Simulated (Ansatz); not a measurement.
Geometry optimisation, Ansatz, RKS BHLYP-D4/def2-SVP.

Input:

```yaml
crystal:
  periodic: [false, false, false]
  atoms:
    - { symbol: S, position_ang: [0.0722, 1.8375, 0.1852] }
    - { symbol: In, position_ang: [0.6305, -0.3683, -0.4919] }
    - { symbol: Cl, position_ang: [2.32752, -0.74628, 0.59892] }
    - { symbol: Cl, position_ang: [0.49831, -0.59155, -2.90494] }
    - { symbol: H, position_ang: [-0.9622, 1.0154, 0.6706] }
basis:
  gaussian: { orbitals: def2-SVP }
hamiltonian:
  xc: { name: BHLYP }
  dispersion: d4
relax:
  f_tol: 0.015
  max_steps: 40
```

Run as:

```bash
$ ansatz run input.yaml --threads 1 --pin off --max-ram 2048MiB --backend cpu --events-out ev --progress --plain --runs-dir out
```

**Question.** Where does it end, and by what steps?

**Answer.** The run converged. After 14 steps the energy has fallen by 2.047 eV; S1 moved furthest, 0.93 Å.

| step | energy less start (eV) | largest force component (eV/Å) | accepted |
| --- | --- | --- | --- |
| 0 | 0.0000 | 6.167 | yes |
| 1 | -1.2398 | 1.287 | yes |
| 2 | -1.6877 | 0.597 | yes |
| 3 | -1.8575 | 0.415 | yes |
| 4 | -1.8575 | 0.794 | no |
| 5 | -1.8799 | 0.173 | yes |
| 6 | -1.8925 | 0.064 | yes |
| 7 | -1.9111 | 0.244 | yes |
| 8 | -1.9183 | 0.904 | yes |
| 9 | -1.9667 | 0.560 | yes |
| 10 | -2.0193 | 0.263 | yes |
| 11 | -2.0396 | 0.059 | yes |
| 12 | -2.0407 | 0.137 | yes |
| 13 | -2.0466 | 0.047 | yes |
| 14 | -2.0469 | 0.004 | yes |

```xyz
5
Properties=species:S:1:pos:R:3
S -0.798 1.582 -0.039
In 0.731 -0.071 -0.795
Cl 2.163 -1.156 0.691
Cl 0.869 -0.677 -3.037
H -0.398 1.468 1.238
```

Run time: 67 s on 1 thread of Arm Neoverse V1, with other jobs on the host, peak memory 0.2 GiB.
